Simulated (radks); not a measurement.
All-electron atom: Fe15+ in [Ne] 3s1. Calculated with a radial shooting solver on a logarithmic mesh with Libxc functionals: Dirac Kohn-Sham, LDA (Slater exchange, Perdew-Wang correlation), spin-unpolarised, spherical densities, finite nucleus; Fermi nuclear charge, rms radius 3.7377 fm.

Spin-orbit splittings of the eigenvalues, e(l+1/2) - e(l-1/2), with zeta = 2 splitting/(2l+1) and mean radii in bohr:

shell  occ.  splitting (eV)  zeta (eV)  <r> j=l-1/2  <r> j=l+1/2
2p        6           12.89      8.592       0.2294       0.2323
3p        0           2.777      1.851       0.6593       0.6637
3d        0          0.5035     0.2014       0.6073       0.6085
